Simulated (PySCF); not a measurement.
## Radial density of Sc²⁺ (scandium, charge +2)

UHF, [Ar] 3d1, 2D determinant. Calculation: PySCF 2.14, in def2-SVP (5s3p2d1f, 31 functions); the non-relativistic Hamiltonian (point nucleus).

| r (bohr) | 4πr²ρ (e/bohr) | 4πr²(ρα − ρβ) |
| --- | --- | --- |
| 0.00136 | 0.1339 | 0.0000 |
| 0.00229 | 0.3697 | 0.0000 |
| 0.00386 | 0.9864 | 0.0000 |
| 0.00649 | 2.485 | 0.0000 |
| 0.0109 | 5.858 | 0.0000 |
| 0.0184 | 12.12 | 0.0000 |
| 0.0309 | 20.47 | 0.0000 |
| 0.0520 | 24.74 | 0.0000 |
| 0.0874 | 20.09 | 0.0001 |
| 0.147 | 19.81 | 0.0029 |
| 0.247 | 26.30 | 0.0301 |
| 0.416 | 13.63 | 0.1518 |
| 0.700 | 7.310 | 0.4501 |
| 1.18 | 7.711 | 0.6140 |
| 1.98 | 1.557 | 0.3304 |
| 3.33 | 0.07025 | 0.0487 |
| 5.60 | 0.001021 | 0.0010 |
